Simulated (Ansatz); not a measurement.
Consider the ligand exchange at a B–N bond: `B[NH][GeH]([CH3])[F]` + `N=C=O` → `BN=C=O` + `[CH3][GeH]([NH2])[F]`.

Isolated molecules relaxed with PBE0-D4/def2-TZVP in Ansatz; ΔE leaves out vibrations. CCSD(T)/CBS is the MP2 limit (def2-TZVPP, def2-QZVPP) plus CCSD(T) − MP2 in def2-TZVPP, frozen cores. This one scheme is used for every species. DFT in def2-TZVPP. For Ge outer-core shells are correlated without core-valence functions, which leaves a few kJ/mol of doubt a bond. Scalar relativity is left out up to krypton. Each species was taken in one conformer, which may not be the lowest.

CCSD(T)/CBS gives +29.9 kJ/mol.

(1) Another level gave +35.3 kJ/mol. Which?
A. HF/def2-TZVPP
B. BLYP/def2-TZVPP
C. r2SCAN-D4/def2-TZVPP
D. RPA@PBE/def2-TZVPP

(2) What do rigid-rotor, harmonic-oscillator terms from PBE0-D4/def2-TZVP frequencies (298.15 K, 1 bar) make of the CCSD(T)/CBS value? (Estimate.)

Largest T1 diagnostic among the species: 0.018.

Answers

(1) D. RPA@PBE/def2-TZVPP 35.3, r2SCAN-D4 26.3, BLYP 21.8, HF/def2-TZVPP 15.9 kJ/mol.

(2) Computed: ΔZPE = -0.3 kJ/mol, ΔH = +30.4 kJ/mol, ΔS = 15 J/(mol·K), ΔG = +26.0 kJ/mol.

In def2-TZVPP, CCSD(T) changes the Hartree–Fock value by +16.3 kJ/mol (the triples alone add +2.1 kJ/mol) and MP2 by +13.9 kJ/mol. Leaving LDA and LC-ωPBE aside and taking each functional with its dispersion term where it has one, the values, not all of them listed here, spread over 5.9 kJ/mol, from BHLYP-D4 to ωB97M-V. LDA lies +4.5 kJ/mol from PBE without D4.
